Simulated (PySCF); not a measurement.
Gas-phase reaction: 2 GeI₂ + GeF₄ ⇌ GeI₄ + 2 GeF₂

Computed with PySCF and rigid-rotor harmonic-oscillator thermochemistry at 1 bar. † marks an energy on the PBE0/def2-TZVP geometry and frequencies; other levels use their own. MP2 freezes the core. All species are closed-shell singlets. I: scalar-relativistic def2 core potential, no spin-orbit coupling. Ge: all electrons, no relativistic terms. MP2 isn't extrapolated to the basis-set limit; its ΔH°(298 K) is -19.0 kJ in def2-SVP and -43.9 kJ in def2-TZVPP. The harmonic model lacks anharmonicity and excited electronic states, which grow with temperature; levels with a mode under 35 cm⁻¹ are left out. Soft modes under 120 cm⁻¹ make the harmonic entropy rough for GeI₂, GeI₄.

```csv
level,"ΔE electronic, kJ","ΔH°(298 K), kJ","ΔS°(298 K), J/K","ΔG°(2000 K), kJ"
HF/def2-TZVP†,7,5,0,-1
M06-2X/def2-TZVP†,-11,-14,0,-19
MP2/def2-SVP†,-16,-19,0,-25
MP2/def2-TZVPP†,-41,-44,0,-49
PBE/def2-TZVP†,-26,-29,0,-35
PBE0/def2-QZVP†,-20,-22,0,-28
PBE0/def2-TZVP,-19,-22,0,-27
```
ΔH° is lowest at MP2/def2-TZVPP† and highest at HF/def2-TZVP†. No reference value is set beside these.
